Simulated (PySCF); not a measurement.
C₆H₁₀NS (charge +1).
InChI=1S/C6H10NS/c1-3-6-4-8-5-7(6)2/h4-5H,3H2,1-2H3/q+1

Computed with PySCF 2.14.0, density-fitted response routines, TDDFT wB97X-D/def2-SVPD, vertical, gas phase, core orbitals frozen in the response. One conformer (not necessarily the lowest) at the GFN2-xTB geometry, without solvent, vibrations or thermal averaging. Torsions of this conformer, `[CH3:1][CH2:2][c:3]1[cH:4][s:5][cH:6][n+:7]1[CH3:8]`: C1–C2–C3–C4 -88°.

Broadening: Gaussians 0.3 eV wide at half height, area fixed by f = 4.319×10⁻⁹ ∫ε dν̃. The width is an assumption, not a result. The curve ends short of the highest state used, and states not computed would add to its high-energy end.

E (eV), ε (L mol⁻¹ cm⁻¹) and a bar:
```
     4.87         15 
     4.98        212 
     5.08       1236 #
     5.19       4216 ###
     5.30       6826 #####
     5.41       5244 ####
     5.52       1912 #
     5.63        331 
     5.74         27 
     5.85          1 
     5.96          2 
     6.07         44 
     6.17        317 
     6.28       1360 #
     6.39       2771 ##
     6.50       2682 ##
     6.61       1241 #
     6.72        287 
     6.83         43 
     6.94         52 
     7.05        783 #
     7.16       6347 ####
     7.27      24564 #################
     7.37      44285 ##############################
```

Q: Locate the maxima and give the states behind the curve.

A: 233 nm (5.32 eV), ε about 6900, made up of S1 (100%); 193 nm (6.44 eV), ε about 3000, made up of S2 (100%) (ε in L mol⁻¹ cm⁻¹; maxima over ε = 5, shares over 10%). At its high-energy end, 7.37 eV, the curve is still rising (ε about 44000, from S4 and S5). The states used: S1 5.32 eV (f 0.077); S2 6.44 eV (f 0.033); S3 6.73 eV (f 0.0002); S4 7.41 eV (f 0.439); S5 7.45 eV (f 0.091); S6 7.75 eV (f 0.0002); S7 7.87 eV (f 0.0036); S8 7.97 eV (f 0.0005).

Q: On this curve, what absorbance would a 10⁻⁴ mol/L sample give at 254 nm over a 1 cm path?

A: 254 nm is 4.881 eV, where ε is about 20 L mol⁻¹ cm⁻¹, so A = ε c l ≈ 0.002 (Beer–Lambert, with the gas-phase spectrum and the assumed width).

Q: Coming from long wavelengths, where does ε first pass 100 L mol⁻¹ cm⁻¹?

A: At about 251 nm (4.95 eV), 0.37 eV below S1.

Q: What would ε be at 5.32 eV, the highest of these maxima, with half the width (0.15 eV)?

A: About 13700 L mol⁻¹ cm⁻¹ against 6880, a factor of about 2.00; a lone state at its own centre would give exactly 2.
